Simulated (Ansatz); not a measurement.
BrGaH2 (SMILES [GaH2][Br]) moved off its minimum; all values from Ansatz (a quantum-chemistry and plane-wave program), cores frozen in correlated methods.
(charge 0, multiplicity 1)
```xyz
4

Ga    -0.73777    -0.81595     0.09663
H      0.01086    -1.92816     1.28312
H     -2.00158    -1.11589    -0.74428
Br     0.56631     0.85817    -0.09560
```

Q: Give the forces (eV/Å), the total energy and the dipole at CCSD(T)/aug-cc-pVTZ.

A: 
```csv
atom,Fx,Fy,Fz
Ga1,-0.533,-3.968,1.869
H2,-1.027,1.010,-1.202
H3,-0.355,0.062,-0.187
Br4,1.915,2.896,-0.480
```
Energy -4497.2247 hartree, dipole 1.12 D.
